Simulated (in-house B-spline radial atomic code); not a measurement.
How numerical settings move a run on Al II (Al+), [Ne] 3s2. Computed with an all-electron radial atomic-structure program (B-spline basis): Dirac-Hartree-Fock, average of configuration, Fermi nucleus of rms radius 3.061 fm.

Command:
```bash
python run_scf.py task.json out
```
Settings of the sound reference run:
```
Z                13
electrons        12
configuration    [Ne] 3s2
hamiltonian      dirac
method           hf
spin_polarised   False
nucleus          fermi
rms_radius       3.061
mass_number      27
atomic_mass      26.98154
speed_of_light   137.036
knot_spacing     0.22
spline_order     8
gauss_points     12
box_radius       35.29
max_iterations   70
damping          0.5
damped_steps     3
diis_vectors     10
tolerance        1e-08
start            Thomas-Fermi
```

Cost of the run: 0.82 s on 1 thread of Intel(R) Xeon(R) Platinum 8488C, on a shared host.

It converges in 9 iterations to -242.129052 hartree, with 3s1/2 at -17.7818 eV. The other runs change the listed settings, some to values that make no sense; their results aren't properties of the atom or ion. Radii are in bohr (the nuclear one in fm), a minus after a letter asks for a j subshell, and «unchanged» means within 1e-8 hartree. The run stops when the residual is below 10 × tolerance × max(1, Z/10), or a noise floor if that is larger, and the energy moves by less than 1e-8 × √|E| hartree; so very loose and very tight tolerances often act alike.

```tsv
changed settings	outcome
max_iterations = 2	not converged after 2 iterations, last residual 4.6e-02, last energy +3.10e-02 hartree from the reference
gauss_points = 3	converged in 8 iterations, energy +5.36e-06 hartree from the reference, 3s1/2 level -6.4e-06 eV
spline_order = 7, first_knot = 0.0769, max_iterations = 60, diis_vectors = 2	converged in 11 iterations, energy +4.50e-02 hartree from the reference, 3s1/2 level -2.2e-03 eV
max_iterations = 5	not converged after 5 iterations, last residual 1.7e-03, last energy +4.97e-05 hartree from the reference
electrons = 13, configuration = [Ne] 3s3, max_iterations = 60	stopped with error: shell 3s holds at most 2 electrons
box_radius = 7.06, max_iterations = 60, damped_steps = 30, start = bare nucleus	converged in 25 iterations, energy +1.23e-03 hartree from the reference, 3s1/2 level +4.2e-02 eV (the program warns: 3s1/2 reaches the box edge)
max_iterations = 3	not converged after 3 iterations, last residual 1.7e-02, last energy +4.37e-03 hartree from the reference
electrons = 13, configuration = [Ne] 3s2 4s-1, max_iterations = 100	stopped with error: j subshells need the Dirac Hamiltonian and l > 0
knot_spacing = 1, first_knot = 0.0769, max_iterations = 60, start = bare nucleus	converged in 10 iterations, energy +1.34e+00 hartree from the reference, 3s1/2 level -7.7e-03 eV
first_knot = 0.0231, max_iterations = 8	not converged after 8 iterations, last residual 7.2e-07, last energy +2.15e-03 hartree from the reference
```

(1) What happens with max_iterations = 8?

(2) What happens with speed_of_light = 6.495506?

(3) What happens with gauss_points = 4?

(4) What happens with tolerance = 1e-06?

## Answers

(1) Not converged after 8 iterations, last residual 6.6e-07, last energy +5.00e-11 hartree from the reference.

(2) Stopped with error: Z/c is past the critical charge.

(3) Converged in 9 iterations, energy -2.09e-08 hartree from the reference.

(4) Converged in 8 iterations, energy unchanged, 3s1/2 level -6.8e-06 eV.
